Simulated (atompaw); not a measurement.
**What one change does to a pseudopotential (barium (Ba), PAW (atompaw))**

| Quantity | Value |
| --- | --- |
| Element | barium |
| Generator | atompaw 4.2.0.5 |
| Type | PAW |
| Functional | PBEsol |
| Relativity | non-relativistic |
| Frozen core | [Kr] 4d10 |
| Valence charge | 10 |
| Reference configuration | 5s2 5p6 5d0 6s2 6p0 |
| Partial waves | 5s (bound): rc 3.00 bohr; 6s (bound): rc 2.80 bohr; 5p (bound): rc 2.50 bohr; 6p (bound, empty): rc 3.00 bohr; 5d (bound, empty): rc 2.95 bohr; 5d channel at 2.15 Ry: rc 2.95 bohr |
| Local potential | bessel scheme, radius 2.45 bohr |
| Core correction | smooth core density matched at 1.75 bohr |
| Augmentation charge | sinc compensation charge, radius 2.80 bohr; PAW radius 3.00 bohr; waves and projectors: modrrkj vanderbiltortho |

Change: augmentation sinc compensation charge, radius 2.80 bohr; PAW radius 3.00 bohr; waves and projectors: custom polynom2 7 10 vanderbiltortho.

Cutoffs: the cutoffs (Ry, on a coarse ladder) from which the occupation-weighted sum of valence levels, in a spherical-Bessel basis at the reference potential, stays within 10 and 1 mRy of its value at 400 Ry; they do not see the model core or the augmentation charge, which bear on the density cutoff.

Problem. What does the change do?

Solution. The potential gets harder (10 Ry and 18 Ry → 25 Ry and 60 Ry); the range in which the s phases agree narrows (upper end 3.9 → 0.7); the range in which the p phases agree narrows (upper end at the end of the scan → 0.1); neither file shows a bound ghost.

| quantity | base | changed |
| --- | --- | --- |
| cutoff, loose | 10 Ry | 25 Ry |
| cutoff, tight | 18 Ry | 60 Ry |
| loose cutoff by channel (10 mRy a level) | s 6 Ry, p 8 Ry | s 8 Ry, p 15 Ry |
| bound ghosts | none | none |
| s: phases at 3.01 bohr within 0.05 rad from the reference energy up to (Ry; the scan ends near 5) | 3.9 | 0.7 |
| p: phases at 3.01 bohr within 0.05 rad from the reference energy up to (Ry; the scan ends near 5) | to the end of the scan | 0.1 |
| d: phases at 3.01 bohr within 0.05 rad from the reference energy up to (Ry; the scan ends near 5) | n/a | 3.1 |
| lowest overlap eigenvalue by channel | s 0.38, p 0.84, d 1.00 | s 0.86, p 0.50, d 0.85 |

 The cutoffs see the waves, projectors and local potential, not the compensation charge or the core.
